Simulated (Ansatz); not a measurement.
Ansatz (a program for electronic structure) input for SeF4, SMILES F[Se](F)(F)F, PBE-D3(BJ)/def2-SVP. 

Ansatz 0.2 input:
```yaml
crystal:
  periodic: [false, false, false]
  atoms:
    - {symbol: Se, position_ang: [0.00000000, 0.00000000, 0.32642030]}
    - {symbol: F, position_ang: [1.15381964, 1.15381964, -0.30828583]}
    - {symbol: F, position_ang: [1.15381964, -1.15381964, -0.30828583]}
    - {symbol: F, position_ang: [-1.15381964, -1.15381964, -0.30828583]}
    - {symbol: F, position_ang: [-1.15381964, 1.15381964, -0.30828583]}
basis:
  gaussian:
    orbitals: def2-SVP
hamiltonian:
  xc: pbe
  dispersion: d3bj
relax: {f_tol: 0.002, max_steps: 200}
```

Log of the run:

```
WARN ansatz: RAYON_NUM_THREADS=1 ignored (pool sized by the plan → 1); use --threads N
Functional definition: PBE
integrals: 0.03 GiB planned
938 factors; their error is unknown
mean field: 0.20 GiB planned
mean field evaluation 1: about -76171.5673 eV, gradient 6.9e1 eV
mean field evaluation 2: about -76136.0794 eV, gradient 1.6e2 eV
mean field evaluation 4: about -76179.4024 eV, gradient 2.7e0 eV
mean field evaluation 8: about -76179.2849 eV, gradient 1.0e-1 eV
mean field evaluation 16: about -76179.2849 eV, gradient 2.7e-5 eV
mean field -76179.28488832 eV, -2799.5370834718 hartree, gradient 2.7e-5 eV, S^2 0.000000; 0 other end points of the search recorded, 0 dependent functions left out
the calculation of the forces begins
reference -76179.28490280 eV, -2799.5370840038 hartree; 35, 35 occupied and 53, 53 virtual orbitals, 938 factors
relax step   1: F+E_penalty+E_count = -76179.35675589 eV  Δ(F+E_penalty+E_count) = +0.000e0 eV  max|allowed force component| = 9.848e-1 eV/Å  Δτ_max = 0.0000 Å  (27 SCF iters, accepted)
these checks for a lower state are left out or cut short: starts, cluster_reference, orbital_swaps, neighbouring_geometries, increment
integrals: 0.03 GiB planned
938 factors; their error is unknown
mean field: 0.21 GiB planned
mean field -76179.33413933 eV, -2799.5388934131 hartree, gradient 3.6e-5 eV, S^2 0.000000; 0 other end points of the search recorded, 0 dependent functions left out
the calculation of the forces begins
reference -76179.33415364 eV, -2799.5388939390 hartree; 35, 35 occupied and 53, 53 virtual orbitals, 938 factors
relax step   2: F+E_penalty+E_count = -76179.40568076 eV  Δ(F+E_penalty+E_count) = -4.892e-2 eV  max|allowed force component| = 5.347e-1 eV/Å  Δτ_max = 0.0207 Å  (24 SCF iters, accepted)
these checks for a lower state are left out or cut short: starts, cluster_reference, orbital_swaps, neighbouring_geometries, increment
integrals: 0.03 GiB planned
938 factors; their error is unknown
mean field: 0.20 GiB planned
mean field -76179.34878479 eV, -2799.5394316237 hartree, gradient 4.5e-5 eV, S^2 0.000000; 0 other end points of the search recorded, 0 dependent functions left out
the calculation of the forces begins
reference -76179.34879898 eV, -2799.5394321454 hartree; 35, 35 occupied and 53, 53 virtual orbitals, 938 factors
relax step   3: F+E_penalty+E_count = -76179.42006309 eV  Δ(F+E_penalty+E_count) = -1.438e-2 eV  max|allowed force component| = 1.502e-2 eV/Å  Δτ_max = 0.0161 Å  (24 SCF iters, accepted)
these checks for a lower state are left out or cut short: starts, cluster_reference, orbital_swaps, neighbouring_geometries, increment
integrals: 0.03 GiB planned
938 factors; their error is unknown
mean field: 0.20 GiB planned
mean field evaluation 32: about -76179.3488 eV, gradient 4.6e-5 eV
mean field -76179.34883510 eV, -2799.5394334727 hartree, gradient 4.6e-5 eV, S^2 0.000000; 0 other end points of the search recorded, 0 dependent functions left out
the calculation of the forces begins
reference -76179.34884928 eV, -2799.5394339940 hartree; 35, 35 occupied and 53, 53 virtual orbitals, 938 factors
relax step   4: F+E_penalty+E_count = -76179.42009714 eV  Δ(F+E_penalty+E_count) = -3.406e-5 eV  max|allowed force component| = 3.197e-3 eV/Å  Δτ_max = 0.0010 Å  (21 SCF iters, accepted)
these checks for a lower state are left out or cut short: starts, cluster_reference, orbital_swaps, neighbouring_geometries, increment
integrals: 0.03 GiB planned
938 factors; their error is unknown
mean field: 0.20 GiB planned
mean field -76179.34883464 eV, -2799.5394334558 hartree, gradient 1.1e-5 eV, S^2 0.000000; 0 other end points of the search recorded, 0 dependent functions left out
the calculation of the forces begins
reference -76179.34884883 eV, -2799.5394339772 hartree; 35, 35 occupied and 53, 53 virtual orbitals, 938 factors
relax step   5: F+E_penalty+E_count = -76179.42009736 eV  Δ(F+E_penalty+E_count) = -2.203e-7 eV  max|allowed force component| = 8.009e-4 eV/Å  Δτ_max = 0.0001 Å  (19 SCF iters, accepted)
integrals: 0.03 GiB planned
938 factors; their error is unknown
mean field: 0.20 GiB planned
mean field -76179.34883464 eV, -2799.5394334558 hartree, gradient 1.1e-5 eV, S^2 0.000000; 1 other end points of the search recorded, 0 dependent functions left out
the calculation of the forces begins
reference -76179.34884883 eV, -2799.5394339772 hartree; 35, 35 occupied and 53, 53 virtual orbitals, 938 factors
Total energy: -76179.42011155 eV, -2799.5420528339 hartree
Atom 0 at    -0.000000     0.000000     0.320807 Å, force     0.000000    -0.000000    -0.000801 eV/Å
Atom 1 at     1.180486     1.180486    -0.306882 Å, force    -0.000080    -0.000080     0.000200 eV/Å
Atom 2 at     1.180486    -1.180486    -0.306882 Å, force    -0.000080     0.000080     0.000200 eV/Å
Atom 3 at    -1.180486    -1.180486    -0.306882 Å, force     0.000080     0.000080     0.000200 eV/Å
Atom 4 at    -1.180486     1.180486    -0.306882 Å, force     0.000080    -0.000080     0.000200 eV/Å
Dipole moment:     0.000000     0.000000     0.428056 e Å
```

Self-consistency was reached.
